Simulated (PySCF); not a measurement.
Species: C3H4F2O2Si.
Bonds: F1–C2, C2–F3, C2–C4, C4–C5 (double), C5–O6, O6–Si7, C5–O8, C2–O8. Hydrogens: H9 on C4; H10, H11, H12 on Si7.

NICS = −σ at a ghost point: NICS(0) at the centroid of the ring atoms, NICS(1) 1 Å to either side along the normal of their mean plane, zz for the tensor component along that normal. Level: GIAO PBE0/pcSseg-1 (PySCF, non-relativistic, gas phase) on the GFN2-xTB geometry, one conformer.

Ring bond lengths (Å), with Mayer bond orders in brackets: C2–C4 1.500 (1.02), C4–C5 1.341 (1.61), C5–O8 1.404 (0.94), O8–C2 1.417 (0.90).

Question: What do the NICS probes read (ppm)?

Answer: 
```json
{"ring": "C2–C4–C5–O8", "type": "4-membered ring with O; formal bonds 1 double, 3 single", "NICS(0)": "-7.5", "NICS(1), two faces": "-1.3 / -1.3", "NICS(1)zz, two faces": "3.9 / 3.9", "rms pucker (Å)": "0.00", "centre to ring atoms, mean (Å)": "1.00"}
```

Question: What do they say, and how far can they be read as aromaticity?

Answer: 
- C2–C4–C5–O8: mean NICS(1)zz 3.9 ppm, deshielded. C2 has four or more neighbours, and the NICS criterion for π rings isn't applied. NICS(0) lies 6 ppm below the mean NICS(1).

Time: 37 s; peak memory 0.73 GiB. Hardware: one thread, Arm Neoverse N1 (aarch64), on a shared host. This is the whole shielding run at PBE0/pcSseg-1, SCF included.

The values belong to the conformer `[F:1][C:2]1([F:3])[CH:4]=[C:5]([O:6][SiH3:7])[O:8]1`: C4–C5–O6–Si7 180°.
